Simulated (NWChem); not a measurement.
System: C₆H₅F; SMILES Fc1ccccc1

Input file for NWChem:

```
start job
memory heap 200 mb stack 900 mb global 1100 mb
geometry units angstroms
  F      0.000000     0.000000    -2.269973
  C      0.000000     0.000000    -0.937306
  C      0.000000     1.214651    -0.261335
  C      0.000000     1.206439     1.132491
  C      0.000000     0.000000     1.832789
  C      0.000000    -1.206439     1.132491
  C      0.000000    -1.214651    -0.261335
  H      0.000000     2.144632    -0.832946
  H      0.000000     2.154924     1.674946
  H      0.000000     0.000000     2.924829
  H      0.000000    -2.154924     1.674946
  H      0.000000    -2.144632    -0.832946
end
basis spherical
  * library sto-3g
end
dft
  xc hfexch
  iterations 150
end
driver
  maxiter 120
end
task dft optimize
task dft freq
```

The level has its own optimisation; frequencies are unscaled. Brackets give each atom's bonded neighbours.

Task: Give the results of this calculation. (Hartree-Fock/STO-3G.) Quantities: r C–F (Å); r C–C [C(CCF)–C(CCH)] (Å); r C–C [C(CCH)–C(CCH)] (Å); r C–H (Å); highest harmonic frequency (cm⁻¹); lowest (cm⁻¹); zero-point energy (kcal/mol); dipole (D).

Result: 
```yaml
r C–F (Å): 1.356
r C–C [C(CCF)–C(CCH)] (Å): 1.394
r C–C [C(CCH)–C(CCH)] (Å): 1.386
r C–H (Å): 1.082
highest harmonic frequency (cm⁻¹): 3747
lowest (cm⁻¹): 273
zero-point energy (kcal/mol): 66.9
dipole (D): 0.99
```
